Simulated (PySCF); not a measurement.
Compound: C6H11N3.
SMILES with atom numbers: `[CH3:1][c:2]1[cH:3][n:4][n:5]([CH:6]([CH3:7])[CH3:8])[n:9]1` (hydrogens: H10, H11, H12 on C1; H13 on C3; H14 on C6; H15, H16, H17 on C7; H18, H19, H20 on C8)

Computed, not measured: TDDFT CAM-B3LYP/def2-SVPD, vertical, gas phase, core orbitals frozen in the response (PySCF 2.14.0, density-fitted response routines). The structure is a single PBE0-D3(BJ)/def2-SVP conformer in the gas phase; no vibrational or solvent corrections. Torsions of this conformer, `[CH3:1][c:2]1[cH:3][n:4][n:5]([CH:6]([CH3:7])[CH3:8])[n:9]1`: N4–N5–C6–C7 -59°.

Computed states:

```tsv
state	E (eV)	f
S1	6.40	0.197
S2	6.59	0.0003
S3	7.13	0.0022
S4	7.38	0.0008
S5	7.43	0.012
S6	7.72	0.0008
S7	8.03	0.336
S8	8.11	0.010
S9	8.34	0.0024
S10	8.48	0.046
```

Broadening: Gaussians 0.25 eV wide at half height, area fixed by f = 4.319×10⁻⁹ ∫ε dν̃. The cross-section is σ = 3.8235×10⁻²¹ ε cm², given in Mb (10⁻¹⁸ cm²). The width is an assumption, not a result. The curve ends short of the highest state used, and states not computed would add to its high-energy end.

Question: What does the envelope look like, and where are its maxima?

Answer: 
```tsv
E (eV)	σ (Mb)
6.03	0.16
6.11	1.76
6.19	10.67
6.27	36.65
6.35	71.33
6.43	78.71
6.51	49.28
6.59	17.56
6.67	3.60
6.75	0.44
6.83	0.05
6.91	0.10
7.00	0.42
7.08	0.85
7.16	1.14
7.24	1.74
7.32	3.47
7.40	5.22
7.48	4.71
7.56	2.52
7.64	1.11
7.72	2.23
7.80	12.61
7.88	49.12
```

Maxima: 194 nm (6.40 eV), ε about 21000, made up of S1 (100%); 167 nm (7.42 eV), ε about 1400, made up of S5 (93%) (ε in L mol⁻¹ cm⁻¹; maxima over ε = 5, shares over 10%). At its high-energy end, 7.88 eV, the curve is still rising (ε about 13000, from S7).

Question: Does any computed singlet lie in the visible range?

Answer: No computed singlet lies in the visible range (380 to 750 nm); the lowest, at 194 nm, stands 3.14 eV above its violet end (3.26 eV).

Question: What would ε be at 6.40 eV, the highest of these maxima, with half the width (0.125 eV)?

Answer: About 42300 L mol⁻¹ cm⁻¹ against 21200, a factor of about 1.99; a lone state at its own centre would give exactly 2.

Question: Coming from long wavelengths, where does ε first pass 100 L mol⁻¹ cm⁻¹?

Answer: At about 205 nm (6.06 eV), 0.35 eV below S1.

All these states lie below the vertical ionisation energy of 9.09 eV (ΔSCF).
